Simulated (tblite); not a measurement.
Species: C4H15NOSi2.
Atom-mapped SMILES: `[CH3:1][CH:2]([CH3:3])[Si@@:4]([CH3:5])([OH:6])[SiH2:7][NH2:8]` (hydrogens: H9, H10, H11 on C1; H12 on C2; H13, H14, H15 on C3; H16, H17, H18 on C5; H19 on O6; H20, H21 on Si7; H22, H23 on N8)

Computed geometry: GFN2-xTB, gas phase.

Q: What internal coordinates does the optimisation give?

A: 
| bond | length (bohr) | order |
| --- | --- | --- |
| C1–C2 | 2.884 | single |
| C2–C3 | 2.887 | single |
| C2–Si4 | 3.650 | single |
| Si4–C5 | 3.616 | single |
| Si4–O6 | 3.103 | single |
| Si4–Si7 | 4.344 | single |
| Si7–N8 | 3.268 | single |
| C1–H9, C1–H10, C1–H11 | 2.058 | single |
| C2–H12 | 2.072 | single |
| C3–H13, C3–H14, C3–H15 | 2.058 | single |
| C5–H16, C5–H17, C5–H18 | 2.053 | single |
| O6–H19 | 1.804 | single |
| Si7–H20 | 2.800 | single |
| Si7–H21 | 2.773 | single |
| N8–H22, N8–H23 | 1.903 | single |

Bonds in one row agree within 0.02 bohr and their mean is given. Orders are formal, as drawn. A selection of angles:
| angle | degrees |
| --- | --- |
| C1–C2–C3 | 109.9 |
| C1–C2–Si4 | 111.7 |
| C3–C2–Si4 | 112.9 |
| C2–Si4–C5 | 107.5 |
| C2–Si4–O6 | 108.8 |
| C2–Si4–Si7 | 114.4 |
| C5–Si4–O6 | 109.4 |
| C5–Si4–Si7 | 115.5 |
| O6–Si4–Si7 | 100.8 |
| Si4–Si7–N8 | 106.4 |
| H19–O6–Si4 | 121.9 |
| H22–N8–Si7 | 118.4 |
| H23–N8–Si7 | 119.5 |

Dihedral angles: C1–C2–Si4–C5 78° (synclinal); C2–Si4–Si7–N8 86° (synclinal); H19–O6–Si4–C2 -63° (synclinal).

N8 (silicon-bound nitrogen) is pyramidal (angles 119.5°, 118.4° and 109.2°, sum 347.1°, 0.25 Å off the plane of its three neighbours). Si7 (SiH2 silicon) is distorted tetrahedral (angles from 102.7° to 116.2°). Si4 (oxygen-bound silicon) is distorted tetrahedral (angles from 100.8° to 115.5°). Of the pairs four or more bonds apart, Si7···H11 is among the closest relative to their van der Waals radii: 3.25 Å, 98 % of the sum of Bondi's values. O6 (silanol oxygen) is bent (angle 121.9°).

Point group: C1 (no symmetry element, even within 0.4 Å). Its GFN2-xTB frequencies are all real (lowest 29 cm⁻¹). The numbers are those of one conformer (C1–C2–Si4–C5 78°, C2–Si4–O6–H -63°, C2–Si4–Si7–N8 86°, Si4–Si7–N8–H 174° and -48°). 3 starts were optimised and ended at 0.00, 0.49 and 0.84 kcal/mol (GFN2-xTB); the lowest of these is shown.

On one thread, Arm Neoverse N1 (aarch64), no GPU (shared host), this took 4.5 s. That covers the optimisation of the geometry.
